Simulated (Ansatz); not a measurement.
`CBC=S` + `BS` → `BSBC` + `C=S` at 400 K and 1 bar (ligand exchange at a B–C bond).

Gas-phase electronic energies from Ansatz, PBE0-D4/def2-TZVP geometries. CCSD(T)/CBS is the MP2 limit (def2-TZVPP, def2-QZVPP) plus CCSD(T) − MP2 in def2-TZVPP, frozen cores. This one scheme is used for every species. Each species was taken in one conformer, which may not be the lowest.

```tsv
species	CCSD(T)/CBS energy (Eh)	H − E (kJ/mol)	S (J/(mol·K))
`CBC=S`	-501.64970	197.3	340.1
`BS`	-424.38198	95.9	260.4
`BSBC`	-489.06011	218.3	354.1
`C=S`	-436.98974	79.4	242.5
```

H − E and S are ideal-gas, rigid-rotor, harmonic terms from PBE0-D4/def2-TZVP, for one conformer and one mirror image of each species. 1 Eh = 2625.50 kJ/mol, R = 8.31446 J/(mol·K).

Question: By hand: ΔE, ΔH, ΔS and ΔG.

Answer: ΔE = (-489.06011) + (-436.98974) − (-501.64970) − (-424.38198) = -0.01817 Eh = -47.7 kJ/mol. Δ(H − E) = 218.3 + 79.4 − 197.3 − 95.9 = 4.5, so ΔH = -43.2 kJ/mol. ΔS = 354.1 + 242.5 − 340.1 − 260.4 = -3.9 J/(mol·K). ΔG = -43.2 − 400 × (-3.9)/1000 = -41.6 kJ/mol.

Question: By hand: the equilibrium constant, and the temperature at which ΔG would vanish if ΔH and ΔS stayed fixed.

Answer: log₁₀ K = −ΔG/(RT ln 10) = 5.4. ΔG = 0 at ΔH/ΔS = 11077 K, far beyond where these terms or the molecules hold.

The number of gas molecules stays the same, so ΔS is small and ΔH decides. A doubt of 5 kJ/mol in ΔE shifts log₁₀ K by 0.7 here. Other conformers and mirror images would add mixing entropy, several J/(mol·K) or more a flexible species. These are equilibria of isolated gas molecules and say nothing of rates. Largest T1 diagnostic: 0.019 (customary marks: 0.02 for closed shells, 0.045 for open ones).
